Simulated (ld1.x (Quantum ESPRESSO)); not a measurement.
# Scattering properties, ultrasoft potential for samarium

- Element: samarium
- Generator: ld1.x (Quantum ESPRESSO) 7.5
- Type: ultrasoft
- Functional: BLYP
- Relativity: scalar-relativistic
- Frozen core: [Kr] 4d10
- Valence charge: 16
- Reference configuration: 4f6 5s2 5p6 5d0 6s2 6p0
- Partial waves: 5s (bound): rcut 1.95, rcutus 2.30 bohr; 6s (bound): rcut 1.95, rcutus 2.30 bohr; 5p (bound): rcut 2.30, rcutus 2.90 bohr; 6p (bound, empty): rcut 2.30, rcutus 2.90 bohr; 5d (bound, empty): rcut 3.35, rcutus 4.10 bohr; 5d channel at 4.45 Ry: rcut 3.35, rcutus 4.10 bohr; 4f (bound): rcut 1.10, rcutus 1.55 bohr; 4f channel at 2.55 Ry: rcut 1.10, rcutus 1.55 bohr
- Local potential: all-electron potential smoothed inside 1.20 bohr (lloc = -1)
- Core correction: none
- Augmentation charge: PSQ, radius 1.05 bohr

The phase is arctan(r·u′/u) with u = r·R(r), unwrapped; energies in Ry, scanned from -5 to 5 Ry. A pole is an energy at which the radial function vanishes at the test radius. The pseudo phase is shifted by a multiple of π to meet the all-electron one at the reference energy, and phase errors are pseudo minus all-electron; the curves can meet again beyond the range given. Levels narrower than the energy grid can be missing from the lists of poles.

Problem. For each channel, where are the poles, and over which energies does the pseudopotential scatter like the atom?

Solution.

```
channel  radius (bohr)  reference energy (Ry)  poles, all-electron      poles, pseudo  unbroken range about the reference energy with phases within 0.05 rad  phase error 1 Ry above the reference energy (rad)
      s           4.44                  -0.25           0.29, 3.27         0.29, 3.34                                                              below 1.5                                             +0.001
      d           4.44                  -0.11           0.06, 2.08  -0.57, 0.33, 4.85                                                           -0.1 to -0.1                                             +1.451
      f           4.44                  -0.16    -0.16, 1.53, 3.98  -0.16, 1.53, 3.98                                                        the whole range                                             +0.000
```

Note: ghost states, extra bound levels that the all-electron valence spectrum of the same l lacks: s at -107.8 eV, d at -10.0 eV (p not tested). A true bound ghost makes a file unfit for plane-wave use. Its overlap operator is not positive definite in a basis up to 400 Ry (lowest eigenvalue p -0.76), so the file is unfit for use: the generalised eigenproblem breaks down once the basis is large enough, and its test numbers describe a broken file.

Phases in the f channel:

| E (Ry) | all-electron | pseudo |
| --- | --- | --- |
| -5.00 | 1.473 | 1.473 |
| -4.74 | 1.470 | 1.470 |
| -4.48 | 1.468 | 1.468 |
| -4.22 | 1.465 | 1.465 |
| -3.96 | 1.462 | 1.462 |
| -3.70 | 1.458 | 1.458 |
| -3.44 | 1.454 | 1.454 |
| -3.18 | 1.450 | 1.450 |
| -2.92 | 1.446 | 1.446 |
| -2.66 | 1.440 | 1.440 |
| -2.40 | 1.434 | 1.434 |
| -2.14 | 1.427 | 1.427 |
| -1.88 | 1.419 | 1.419 |
| -1.62 | 1.409 | 1.409 |
| -1.36 | 1.397 | 1.397 |
| -1.10 | 1.382 | 1.382 |
| -0.84 | 1.363 | 1.363 |
| -0.58 | 1.335 | 1.335 |
| -0.32 | 1.288 | 1.288 |
| -0.06 | -1.871 | -1.871 |
| 0.20 | -1.999 | -1.999 |
| 0.46 | -2.304 | -2.304 |
| 0.72 | -3.478 | -3.477 |
| 0.98 | -4.361 | -4.361 |
| 1.24 | -4.595 | -4.594 |
| 1.50 | -4.703 | -4.703 |
| 1.76 | -4.783 | -4.783 |
| 2.02 | -4.872 | -4.872 |
| 2.28 | -5.037 | -5.037 |
| 2.54 | -5.739 | -5.738 |
| 2.80 | -7.332 | -7.332 |
| 3.06 | -7.641 | -7.640 |
| 3.32 | -7.743 | -7.743 |
| 3.58 | -7.798 | -7.798 |
| 3.84 | -7.836 | -7.836 |
| 4.10 | -7.868 | -7.868 |
| 4.36 | -7.899 | -7.899 |
| 4.62 | -7.934 | -7.934 |
| 4.88 | -7.982 | -7.982 |
